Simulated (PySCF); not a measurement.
Ag(F) cation (AgF), SMILES [F][Ag] (connectivity only; charge and spin as stated), charge +1, multiplicity 2. Geometry optimised at B3LYP-D3(BJ)/def2-TZVPD. The multiplicity is an assumed one; other spin states were not compared. The def2 effective core potentials stand for the cores of Ag; spin–orbit coupling is left out.

Computed with B3LYP-D3(BJ)/def2-TZVPD (PySCF 2.14.0).

Harmonic wavenumbers (cm⁻¹): 397. Rotational constants (GHz): 8.096 (linear); symmetry number 1.

### Question
Work out the zero-point energy and the ideal-gas rigid-rotor harmonic-oscillator thermochemistry at 298.15 K and 1 atm.

### Answer
ZPE = ½ Σ hcν = ½ × 397 cm⁻¹ = 0.57 kcal/mol. H − E(el) = 2.84 kcal/mol. Entropy in cal/(mol K): translation 40.43, rotation 15.19, vibration 0.97, spin 1.38, total 57.97. G − E(el) = -14.44 kcal/mol. Cp = 8.43 cal/(mol K).
